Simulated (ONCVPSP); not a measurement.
**Potentials for phosphorus (P) compared**

Generated with ld1.x 7.5 (TM, RRKJ, ultrasoft, PAW), atompaw 4.2 or ONCVPSP 4.0.1. The cutoff is in Ry: for ld1.x and atompaw files where the sum of valence levels is converged to 10 mRy in a Bessel basis, for ONCV files where the hardest occupied wave has 1 mHa per electron of residual kinetic energy. The error is the largest all-electron minus pseudo excitation energy over each file’s own four to seven test configurations (ionisations up to +4, promotions, holes and added fractions of an electron), all of which were solved. The labels leave out finer settings (local radius, basis sizes, second energies), which also bear on the numbers. Spin-polarised tests are not counted. The rows are a selection from randomly drawn settings: files with unsolved tests, undetermined cutoffs or missed reference levels are left out.

A true bound ghost makes a file unfit for plane-wave use even where its test errors are small: the radial tests pick states by their node count and pass the ghost by.

| potential | cutoff (Ry) | largest error (meV) | bound ghosts |
| --- | --- | --- | --- |
| ONCV, PBEsol, scalar-relativistic, rc 1.40/1.25/1.05 (spd), local smoothed, core correction yes, reference 3s2 3p1, qcut 5/5.9/7.8, projectors 2/2/2 | 30 | +9.0 | none |
| ONCV, Wu-Cohen, scalar-relativistic, rc 1.35/1.50/1.40 (spd), local smoothed, core correction yes, reference 3s2 3p3, qcut 5.9/5.8/6.1, projectors 2/3/1 | 125 | +44 | s, p |
| ONCV, LDA (Perdew-Wang 92), scalar-relativistic, rc 0.85/0.90 (sp), local smoothed, core correction yes, reference 2s2 2p6 3s2 3p3, qcut 13/17.7, projectors 2/3 | 226 | +9.3 | none |
| ONCV, PBE, scalar-relativistic, rc 1.70/1.70 (sp), local s, core correction no, reference 3s2 3p2, qcut 4.9/4, projectors 0/2 | 20 | +170 | none |
| ONCV, PBE, scalar-relativistic, rc 1.75/1.75/1.85 (spd), local s, core correction no, reference 3s2 3p3, qcut 3.8/5.5/5.1, projectors 0/2/2 | 21 | +233 | d |
| ONCV, PBE, non-relativistic, rc 0.95/0.70/0.75 (spd), local smoothed, core correction yes, reference 2s2 2p6 3s2 3p1, qcut 16.6/16.1/14.1, projectors 2/2/3 | 255 | +4.8 | none |
| ONCV, PBE, scalar-relativistic, rc 1.25/1.90 (sp), local smoothed, core correction yes, reference 3s2 3p3, qcut 4/3.8, projectors 1/1 | 69 | +60 | none |

Task: Fill in the row for P: ONCV, LDA (Perdew-Wang 92), fully relativistic, rc 1.25/1.25 (sp), local p, core correction yes, reference 3s2 3p3, qcut 6/7.9, projectors 2/0.

Result: cutoff 188 Ry, largest error +172 meV, bound ghosts: s.

Task: Fill in the row for P: ONCV, PBE, fully relativistic, rc 0.80/0.95 (sp), local smoothed, core correction yes, reference 2s2 2p6 3s2 3p1, qcut 17/18.5, projectors 2/2.

Result: cutoff 202 Ry, largest error +631 meV, bound ghosts: none.
